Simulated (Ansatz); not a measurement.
SiHFBr2, SMILES F[SiH](Br)Br.

Geometry: TPSSh-D3(BJ)/def2-SVP. The structure was generated by enumeration, and PubChem lists no compound with its InChIKey, so it may never have been made.

Two levels are set side by side: PBE/def2-SVPD (Ansatz, a first-principles code) and PBE0/def2-SVPD (Ansatz). Energy differences of separate SCF runs at the same geometry; the states with an electron removed or added have multiplicity 2 and 2. Differences are taken from unrounded values.

| quantity | PBE |
|---|---|
| vertical ionisation energy (eV) | 10.63 |
| vertical singlet–triplet gap (eV) | 5.83 |

Task: These are the PBE values. What does PBE0 give? (An estimate is asked for; the answer gives what the named calculation found.)

Result: 
```csv
quantity,PBE0,PBE minus PBE0
vertical ionisation energy (eV),11.02,-0.39
vertical singlet–triplet gap (eV),6.25,-0.42
```
